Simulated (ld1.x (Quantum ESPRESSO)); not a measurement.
**Reading a pseudo-wave (silicon)**

Columns: radius, all-electron u(r) and pseudo u(r) of the 2p shell (level -132.23 eV) of silicon in the configuration [He] 2s2 2p6 3s1 3p0; PW91, scalar-relativistic, TM scheme, ld1.x (Quantum ESPRESSO) 7.5.

```
r (bohr)  all-electron  pseudo
   0.032        0.0723  0.0390
   0.065        0.2382  0.1552
   0.098        0.4368  0.3314
   0.130        0.6286  0.5353
   0.162        0.8029  0.7448
   0.195        0.9564  0.9409
   0.228        1.0805  1.0986
   0.260        1.1731  1.2076
   0.292        1.2401  1.2759
   0.325        1.2851  1.3122
   0.358        1.3089  1.3244
   0.390        1.3148  1.3213
   0.422        1.3067  1.3084
   0.455        1.2864  1.2866
   0.488        1.2566  1.2566
   0.520        1.2206  1.2206
   0.552        1.1793  1.1793
   0.585        1.1328  1.1328
   0.618        1.0834  1.0834
   0.650        1.0340  1.0340
   0.682        0.9837  0.9837
   0.715        0.9318  0.9318
   0.748        0.8803  0.8803
   0.780        0.8313  0.8313
   0.812        0.7834  0.7834
   0.845        0.7356  0.7356
```

Problem. How many radial nodes do the two functions have?

Solution. The all-electron 2p function has n − l − 1 = 0; the pseudo-wave has 0.

Problem. At about which radius was the pseudo-wave matched?

Solution. 0.50 bohr. The columns agree to 0.0005 from 0.46 bohr on; several derivatives are matched, so the curves merge somewhat inside the radius.

Problem. Is the pseudo-wave norm-conserving?

Solution. Yes: the TM scheme keeps the norm inside the radius equal to the all-electron one, which fixes the energy derivative of the logarithmic derivative at the level.
